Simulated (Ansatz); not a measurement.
Reaction (redistribution): `S[SiH2][TeH]` + `C=C[Si](N)(O)O` → `N[Si](O)(O)[TeH]` + `C=C[SiH2]S`

Calculated with Ansatz (gas phase, PBE0-D4/def2-TZVP geometries, no zero-point term in ΔE). CCSD(T)/CBS is the MP2 limit (def2-TZVPP, def2-QZVPP) plus CCSD(T) − MP2 in def2-TZVPP, frozen cores. Functionals use def2-TZVPP. Elements past krypton have def2 core potentials. For Te outer-core shells are correlated without core-valence functions, which leaves a few kJ/mol of doubt a bond. Each species was taken in one conformer, which may not be the lowest.

Q: Is it downhill or uphill in electronic energy at CCSD(T)/CBS, and by how much? (Estimate.)

A: Computed: Nearly level: ΔE = -2.7 kJ/mol.

Q: What do these levels give: r2SCAN-D4, PBE0-D4, B2PLYP, CCSD/def2-TZVPP, HF/CBS(def2), CCSD/CBS(def2)? (Best estimate.)

A: Computed: r2SCAN-D4 -4.2, PBE0-D4 -3.2, B2PLYP -3.3, CCSD/def2-TZVPP -1.1, HF/CBS(def2) -1.1, CCSD/CBS(def2) -2.1 kJ/mol.

Largest T1 diagnostic among the species: 0.011.
